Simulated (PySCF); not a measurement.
**Polarisability and C₆ of Ba (barium, neutral)**

[Xe] 6s2, closed-shell 1S. All numbers are calculated (PySCF 2.14, the spin-free X2C one-electron Hamiltonian (Gaussian nucleus), in aug-cc-pVQZ-X2C). Coupled (time-dependent) response in atomic units; α is the mean over directions.

```
method  mean α (bohr³)  C₆ (like pair)  S(−4)
 B3LYP           251.5            4785  27940
```

S(−4) is the Cauchy moment in α(ω) = α(0) + S(−4) ω² + …

Reference α: 272 ± 10 bohr³ (recommended; Schwerdtfeger and Nagle, table of static dipole polarizabilities (2023 update)). Published C₆: 5540 (Gould and Bucko (2016)).

α(iu) at B3LYP:

```tsv
u (hartree)	α(iu) (bohr³)
0	251.5
0.0500	197.5
0.100	122.6
0.200	53.51
0.300	30.95
0.500	16.07
0.750	9.706
1.00	6.670
1.50	3.768
2.00	2.453
3.00	1.324
5.00	0.6041
```

A single London oscillator, α(iu) = α/(1 + u²/ω²), gives C₆ = (3/4) ω α². Matching the computed C₆ needs ω = 4 × 4785 / (3 × 251.5²) = 0.101 hartree.

Spin-orbit coupling, which splits the p, d and f shells strongly at this Z, is absent.
